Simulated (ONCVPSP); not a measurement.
# Zn: ONCV pseudisation with PBE, scalar-relativistic reference atom.

The input file (ONCVPSP 4.0.1):

```
# ATOM AND REFERENCE CONFIGURATION
# atsym  z   nc   nv     iexc    psfile
  Zn 30.00    3    4        4      upf
#
#   n    l    f
    1    0    2.00
    2    0    2.00
    2    1    6.00
    3    0    2.00
    3    1    6.00
    3    2   10.00
    4    0    2.00
#
# PSEUDOPOTENTIAL AND OPTIMIZATION
# lmax
    2
#
#   l,   rc,      ep,       ncon, nbas, qcut
    0    0.90    0.00    4    9   15.00
    1    0.90    0.00    4    7   12.70
    2    1.30    0.00    4    9   14.60
#
# LOCAL POTENTIAL
# lloc, lpopt,  rc(5),   dvloc0
    4    3    0.70    0.00
#
# VANDERBILT-KLEINMAN-BYLANDER PROJECTORs
# l, nproj, debl
    0    2    0.80
    1    2    1.00
    2    3    1.80
#
# MODEL CORE CHARGE
# icmod, fcfact, rcfact
    0    0.00    0.00
#
# LOG DERIVATIVE ANALYSIS
# epsh1, epsh2, depsh
   -6.00    5.00    0.04
#
# OUTPUT GRID
# rlmax, drl
    6.00    0.01
#
# TEST CONFIGURATIONS
# ncnf
    4
# nvcnf
#   n    l    f
    4
    3    0    2.00
    3    1    6.00
    3    2   10.00
    4    0    1.00
#
    4
    3    0    2.00
    3    1    6.00
    3    2   10.00
    4    0    0.00
#
    4
    3    0    2.00
    3    1    6.00
    3    2    9.00
    4    0    0.00
#
    5
    3    0    2.00
    3    1    6.00
    3    2    9.00
    4    0    2.00
    4    1    1.00
#
```

Command:

```bash
oncvpsp.x < Zn.dat > Zn.out
```

Output (shortened: citation, most of the input echo, consistency checks and plot data are left out):

```
ONCVPSP  (Optimized Norm-Conservinng Vanderbilt PSeudopotential)
scalar-relativistic version 4.0.1

#   n    l    f        energy (Ha)
    1    0    2.00    -3.5006446E+02
    2    0    2.00    -4.2567923E+01
    2    1    6.00    -3.6897366E+01
    3    0    2.00    -4.7492011E+00
    3    1    6.00    -3.0649849E+00
    3    2   10.00    -3.7265387E-01
    4    0    2.00    -2.1971926E-01

Reference configufation results
  iterations    29
  all-electron total energy (Ha)   -1.79601874D+03

Begin loop to  construct optimized pseudo wave functions
and semi-local pseudopoentials for all angular momenta

Calculating optimized projector #   1

 for l=   0

    Fraction of norm inside rc  0.821820
    Optimizing pswf for qcut=  14.99 a_B^-1,  ecut= 112.41 Ha
    Residual kinetic energy error=  4.38D-07 Ha

    Energy error per electron        Cutoff
         Ha          eV             Ha
         0.01000     0.27211       61.89
         0.00100     0.02721       77.58
         0.00010     0.00272       90.24
         0.00001     0.00027       99.75

Calculating optimized projector #   2

 for l=   0

    Fraction of norm inside rc  0.025310
    Optimizing pswf for qcut=  14.99 a_B^-1,  ecut= 112.41 Ha
    Residual kinetic energy error=  8.50D-08 Ha

    Energy error per electron        Cutoff
         Ha          eV             Ha
         0.01000     0.27211       41.78
         0.00100     0.02721       62.85
         0.00010     0.00272       79.45
         0.00001     0.00027       92.63

WARNING wellstate: negative energy specified for n= 4 l=  1
WARNING scattering state with energy  0.25000000
WARNING will be used for the first projector

   Wellstate for l =  1  n =  4
     eigenvalue =   0.2500
     asymptotic potential =   0.7500
     half-point radius =  3.1473

Calculating optimized projector #   1

 for l=   1

    Fraction of norm inside rc  0.774389
    Optimizing pswf for qcut=  12.72 a_B^-1,  ecut=  80.89 Ha
    Residual kinetic energy error=  6.27D-06 Ha

    Energy error per electron        Cutoff
         Ha          eV             Ha
         0.01000     0.27211       39.00
         0.00100     0.02721       48.42
         0.00010     0.00272       56.30
         0.00001     0.00027       65.70

Calculating optimized projector #   2

 for l=   1

    Fraction of norm inside rc  0.035479
    Optimizing pswf for qcut=  12.72 a_B^-1,  ecut=  80.89 Ha
    Residual kinetic energy error=  2.30D-06 Ha

    Energy error per electron        Cutoff
         Ha          eV             Ha
         0.01000     0.27211       28.43
         0.00100     0.02721       39.88
         0.00010     0.00272       48.96
         0.00001     0.00027       57.58

   Wellstate for l =  2  n =  5
     eigenvalue =   1.4273
     asymptotic potential =   1.9273
     half-point radius =  4.3252

   Wellstate for l =  2  n =  5
     eigenvalue =   3.2273
     asymptotic potential =   3.7273
     half-point radius =  2.7299

Calculating optimized projector #   1

 for l=   2

    Fraction of norm inside rc  0.819410
    Optimizing pswf for qcut=  14.61 a_B^-1,  ecut= 106.71 Ha
    Residual kinetic energy error=  5.26D-07 Ha

    Energy error per electron        Cutoff
         Ha          eV             Ha
         0.01000     0.27211       60.62
         0.00100     0.02721       72.00
         0.00010     0.00272       81.44
         0.00001     0.00027       89.17

Calculating optimized projector #   2

 for l=   2

    Fraction of norm inside rc  0.050402
    Optimizing pswf for qcut=  14.61 a_B^-1,  ecut= 106.71 Ha
    Residual kinetic energy error=  1.11D-08 Ha

    Energy error per electron        Cutoff
         Ha          eV             Ha
         0.01000     0.27211       52.08
         0.00100     0.02721       66.69
         0.00010     0.00272       78.49
         0.00001     0.00027       87.63

Calculating optimized projector #   3

 for l=   2

    Fraction of norm inside rc  0.108033
    Optimizing pswf for qcut=  14.61 a_B^-1,  ecut= 106.71 Ha
    Residual kinetic energy error=  1.33D-07 Ha

    Energy error per electron        Cutoff
         Ha          eV             Ha
         0.01000     0.27211       60.90
         0.00100     0.02721       74.53
         0.00010     0.00272       85.64
         0.00001     0.00027       94.59

Construct Vanderbilt / Kleinmman-Bylander projectors

B matrix Hermiticity error, ll=   0
   1   2    5.8786E-04

  Orthonormal projector coefficients  2.8098E+01  2.8937E+00

B matrix Hermiticity error, ll=   1
   1   2    4.5005E-04

  Orthonormal projector coefficients  7.1607E+00  1.6566E+00

B matrix Hermiticity error, ll=   2
   1   2   -1.7771E-04
   1   3   -4.1779E-04
   2   3   -8.3444E-05

  Orthonormal projector coefficients -1.3192E+01 -6.0977E+00 -1.2984E+00

Pseudoatom total energy -222.171920

Diagnostic tests using Vanderbilt-Kleinman-Bylander pseudopotentials
  1 or more projectors used as specified by nproj input data

   l    rcore       rmatch      e in        delta e   norm test  slope test

   0   0.9023388   0.9297357  -4.7492011  -0.0000173   1.0002543   1.0002779
   0   0.9023388   0.9297357  -0.2197193   0.0000140   1.0001445   1.0001117

   1   0.9023388   0.9297357  -3.0649849  -0.0000254   1.0002283   1.0002773
   1   0.9023388   0.9297357   0.2500000   0.0000679   1.0005118   1.0005118

   2   1.3075082   1.3472070  -0.3726539  -0.0000125   1.0001576   1.0001621
   2   1.3075082   1.3472070   1.4273461   0.0000167   1.0003112   1.0003112
   2   1.3075082   1.3472070   3.2273461   0.0000564   1.0003246   1.0003246

 Testing for bound ghosts
   n   l    E NL Schr. Eq   E Basis Diag.   E Cutoff

   1   0       -4.749218       -4.749095    428.92
   2   0       -0.219705        0.361811    428.92

   2   1       -3.065010       -3.064329    273.44

   3   2       -0.372666       -0.370253    324.39

 Testing for highly-localized positive-energy ghosts
       l    <radius>/rc     E Basis Diag.   E Cutoff

Test configuration 0

   n   l     f        eae           eps        diff
   1   0  2.0000 -350.06445616
   2   0  2.0000  -42.56792348
   2   1  6.0000  -36.89736575
   3   0  2.0000   -4.74920109   -4.74921840   -1.73D-05
   3   1  6.0000   -3.06498485   -3.06501023   -2.54D-05
   3   2 10.0000   -0.37265387   -0.37266641   -1.25D-05
   4   0  2.0000   -0.21971926   -0.21970530    1.40D-05

    Total energies and differences
      AE_ref= -1.79601874D+03  AE_tst= -1.79601874D+03  dif=  0.00D+00
      PS_ref= -2.22171920D+02  PS_tst= -2.22171920D+02  dif= -5.40D-13
      PSP excitation error=  5.40D-13

Test configuration 1

   n   l     f        eae           eps        diff
   1   0  2.0000 -350.42135238
   2   0  2.0000  -42.91734076
   2   1  6.0000  -37.24740084
   3   0  2.0000   -5.10449800   -5.10428902    2.09D-04
   3   1  6.0000   -3.42081080   -3.42054814    2.63D-04
   3   2 10.0000   -0.72618666   -0.72649687   -3.10D-04
   4   0  1.0000   -0.51441851   -0.51428956    1.29D-04

    Total energies and differences
      AE_ref= -1.79601874D+03  AE_tst= -1.79565534D+03  dif=  3.63D-01
      PS_ref= -2.22171920D+02  PS_tst= -2.21808543D+02  dif=  3.63D-01
      PSP excitation error=  2.42D-05

Test configuration 2

   n   l     f        eae           eps        diff
   1   0  2.0000 -350.83756540
   2   0  2.0000  -43.32207430
   2   1  6.0000  -37.65307431
   3   0  2.0000   -5.51656336   -5.51611515    4.48D-04
   3   1  6.0000   -3.83325218   -3.83265366    5.99D-04
   3   2 10.0000   -1.13393886   -1.13471657   -7.78D-04

    Total energies and differences
      AE_ref= -1.79601874D+03  AE_tst= -1.79497759D+03  dif=  1.04D+00
      PS_ref= -2.22171920D+02  PS_tst= -2.21130953D+02  dif=  1.04D+00
      PSP excitation error=  1.87D-04

Test configuration 3

   n   l     f        eae           eps        diff
   1   0  2.0000 -351.62881192
   2   0  2.0000  -44.13272502
   2   1  6.0000  -38.46184034
   3   0  2.0000   -6.28704514   -6.28740125   -3.56D-04
   3   1  6.0000   -4.59603184   -4.59642533   -3.93D-04
   3   2  9.0000   -1.86385530   -1.86246013    1.40D-03

    Total energies and differences
      AE_ref= -1.79601874D+03  AE_tst= -1.79348800D+03  dif=  2.53D+00
      PS_ref= -2.22171920D+02  PS_tst= -2.19641214D+02  dif=  2.53D+00
      PSP excitation error=  3.58D-05

Test configuration 4

   n   l     f        eae           eps        diff
   1   0  2.0000 -350.40208064
   2   0  2.0000  -42.93191307
   2   1  6.0000  -37.25876003
   3   0  2.0000   -5.07997415   -5.07997203    2.13D-06
   3   1  6.0000   -3.38930917   -3.38956068   -2.52D-04
   3   2  9.0000   -0.66871581   -0.66610645    2.61D-03
   4   0  2.0000   -0.31815864   -0.31837629   -2.18D-04
   4   1  1.0000   -0.09535831   -0.09538334   -2.50D-05

    Total energies and differences
      AE_ref= -1.79601874D+03  AE_tst= -1.79556879D+03  dif=  4.50D-01
      PS_ref= -2.22171920D+02  PS_tst= -2.21722933D+02  dif=  4.49D-01
      PSP excitation error=  9.67D-04
```

The run took about 6.2 s on one core of a shared server CPU.
